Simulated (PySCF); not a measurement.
An equivalent PySCF input for As(3+) (arsenic, charge +3), [Ar] 3d10 4s2, closed-shell 1S, with a scalar-relativistic core potential:

```python
from pyscf import gto, scf, dft, mp, cc
import basis_set_exchange as bse
txt = bse.get_basis("aug-cc-pVTZ-PP", elements=["As"], fmt="nwchem", header=False)
cut = txt.index("\nECP")
mol = gto.M(atom="As 0 0 0", charge=3, spin=0, symmetry="D2h",
            basis=gto.basis.parse(txt[:cut]),
            ecp={"As": gto.basis.parse_ecp(txt[cut:])})
mf = dft.UKS(mol, xc="LDA,VWN")
mf.irrep_nelec = {'Ag': (4, 4), 'B1g': (1, 1), 'B2g': (1, 1), 'B3g': (1, 1), 'B1u': (1, 1), 'B2u': (1, 1), 'B3u': (1, 1)}
mf.kernel()
```

It reaches the same state as the run whose output follows, with an energy that differs only through the grid. The run itself started from symmetry-adapted Hartree-Fock orbitals and held the occupation by maximum overlap, on a logarithmic radial grid, so the iterations belong to that start.

```
SCF conv_tol = 1e-09
number electrons alpha = 10  beta = 10
XC functionals = LDA,VWN
    P. A. M. Dirac.,  Math. Proc. Cambridge Philos. Soc. 26, 376 (1930)
    F. Bloch.,  Z. Phys. 57, 545 (1929)
    S. H. Vosko, L. Wilk, and M. Nusair.,  Can. J. Phys. 58, 1200 (1980)
cycle= 1 E= -329.817445738386  delta_E= -0.0106  |g|= 0.152  |ddm|= 0.601
cycle= 2 E= -329.819227106942  delta_E= -0.00178  |g|= 0.11  |ddm|= 0.267
cycle= 3 E= -329.821370087272  delta_E= -0.00214  |g|= 0.000734  |ddm|= 0.13
cycle= 4 E= -329.821370193918  delta_E= -1.07e-07  |g|= 1.84e-06  |ddm|= 0.00141
cycle= 5 E= -329.821370193919  delta_E= -7.39e-13  |g|= 2.28e-08  |ddm|= 4.84e-06
converged SCF energy = -329.821370193919  <S^2> = -1.0658141e-14  2S+1 = 1
```

Energies and moments cover only the electrons outside the core potential.
